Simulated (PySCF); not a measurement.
r2SCAN on N⁺ (nitrogen, charge +1), [He] 2s1 2p2 3d1, one real determinant (an excited configuration). Computed with PySCF 2.14 in aug-cc-pwCVDZ (5s4p2d, 27 functions), with the non-relativistic Hamiltonian (point nucleus).

```
cycle= 1 E= -52.8176913002901  delta_E= -0.00121  |g|= 0.0067  |ddm|= 0.195
cycle= 2 E= -52.817682402224  delta_E= 8.9e-06  |g|= 0.00105  |ddm|= 0.0589
cycle= 3 E= -52.8176816414652  delta_E= 7.61e-07  |g|= 0.000152  |ddm|= 0.00516
cycle= 4 E= -52.8176816356205  delta_E= 5.84e-09  |g|= 1.36e-05  |ddm|= 0.00201
cycle= 5 E= -52.8176816356684  delta_E= -4.79e-11  |g|= 1.12e-06  |ddm|= 0.000114
converged SCF energy = -52.8176816356684  <S^2> = 6.0000076  2S+1 = 5.000003
```

Highest occupied orbital energy: 0.117 eV; ⟨L²⟩ = 7.98; populations by l: s 3.00, p 2.00, d 1.00.

Problem. Can this result be used?

Solution. Not for this state. Self-consistency was reached. ⟨L²⟩ = 7.98 against 12 for a pure F term, so this real determinant mixes terms. The outer electron is Rydberg-like, and this basis confines it to a smaller radius and binds it less than a complete one would. At r2SCAN the highest occupied level has a positive energy, so only the finite basis holds that electron; for this excited configuration the basis is too tight for the outer shell.
